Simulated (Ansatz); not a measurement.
`CB(F)[SeH]` + `C[O][SnH2][OH]` → `C[O][SnH2][SeH]` + `CB(O)F`  (redistribution)

Gas-phase electronic energies from Ansatz, PBE0-D4/def2-TZVP geometries. CBS: MP2 limit from def2 TZ/QZ plus the TZ coupled-cluster correction, frozen cores. DFT in def2-TZVPP. B3LYP here is the variant with VWN-RPA as its local correlation; programs differ in this. Elements past krypton have def2 core potentials. For Se, Sn outer-core shells are correlated without core-valence functions, which leaves a few kJ/mol of doubt a bond. Scalar relativity is left out up to krypton. One conformer a species, not always the lowest.

Q: Is it downhill or uphill in electronic energy at CCSD(T)/CBS, and by how much? (Best estimate.)

A: Ansatz gave: Downhill: ΔE = -33.9 kcal/mol.

Q: What do these levels give: PBE-D4, B3LYP-D4, r2SCAN, PBE0, MP2/def2-TZVPP, HF/def2-QZVPP? (An estimate is asked.)

A: The calculation gave: PBE-D4 -33.5, B3LYP-D4 -35.0, r2SCAN -34.0, PBE0 -34.9, MP2/def2-TZVPP -33.6, HF/def2-QZVPP -36.9 kcal/mol.

Largest T1 diagnostic among the species: 0.014.

In def2-TZVPP, CCSD(T) changes the Hartree–Fock value by +3.6 kcal/mol (the triples alone add +0.6 kcal/mol) and MP2 by +3.4 kcal/mol. From PBE to PBE0 (25 % exact exchange), in def2-TZVPP and without D4, ΔE moves by −1.5 kcal/mol.
